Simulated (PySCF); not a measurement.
Structure revision by computed shifts

A compound C$_{6}$H$_{12}$BP gives the data below (simulated from a calculation) and was assigned the structure `[BH3-][P+]1(C#CC)CCC1`.

13C{1H} NMR (computed): δ 71.3 (C), 65.0 (CH), 25.0 (CH2, 2C), 24.8 (CH2), 21.9 (CH2).

1H NMR (400 MHz, computed): δ 2.85 (m, 1H), 2.67 (m, 2H), 2.41 (m, 1H), 2.34 (m, 2H), 2.28 (m, 2H), 2.08 (t, 1H), 0.94 (br, 3H).

Fast rotation and ring inversion assumed for equivalent nuclei, one computed conformer, isolated molecule, non-relativistic Hamiltonian. GIAO KT3/pcSseg-1 shieldings; coordinates at the PBE0-D3(BJ)/def2-SVP level; PySCF.

Chemical shifts δ = σref − σ; 1H, 13C against TMS, all at this level.

Task: Compare with the shifts computed for the proposed structure, pairing carbons in order of shift.

Result: Mapped SMILES: `[BH3-:1][P+:2]1([C:3]#[C:4][CH3:5])[CH2:6][CH2:7][CH2:8]1` (H(Xn): hydrogen on atom n).

| atom | computed for proposal | given list | difference |
| --- | --- | --- | --- |
| C4 | 103.9 | 71.3 | +32.6 |
| C3 | 69.8 | 65.0 | +4.8 |
| C6 | 31.4 | 25.0 | +6.4 |
| C8 | 31.4 | 25.0 | +6.4 |
| C7 | 26.4 | 24.8 | +1.6 |
| C5 | 7.6 | 21.9 | -14.3 |

The rms difference is 15.1 ppm and the largest +32.6 ppm at C4 (alkyne carbon). The carbon types in order of shift don't match either: C, C, CH2, CH2, CH2, CH3 for the proposal against C, CH, CH2, CH2, CH2, CH2 in the data. The proposal doesn't fit.

Task: Which isomer fits?

Result: SMILES [BH3-][P+]1(CC#C)CCC1.

δC 71.3: alkyne carbon; the triple bond shields along its axis, which puts it between sp3 and sp2 carbons. δC 65.0: terminal alkyne carbon; sp carbons lie upfield of alkene carbons because the cylindrical π system leaves one tensor component strongly shielded. δC 24.8: sp3 CH2 in a ring; a saturated carbon with 2 carbon neighbours and no heteroatom attached. δH 2.08: hydrogen on a terminal alkyne carbon; it lies on the axis of the triple bond, in its shielding cone.

This is the structure that produced the data.

Hydrogens on boron are broadened and split by 11B (spin 3/2, 80 %) and 10B (spin 3). Splittings by 31P in the carbon and heteronuclear signals aren't shown, as no couplings were computed. Shifts are as computed, not scaled to solution data. Of 1309 compounds with measured shifts, 239 miss one by over three times the rms of a fit or turn the order of signals round; such compounds aren't used in these exercises. No couplings were computed; multiplicities are counted from neighbouring protons, with m where these are inequivalent, close in shift, in a saturated or five-membered ring or joined by F or P, and br s for small geminal =CH2 splittings.
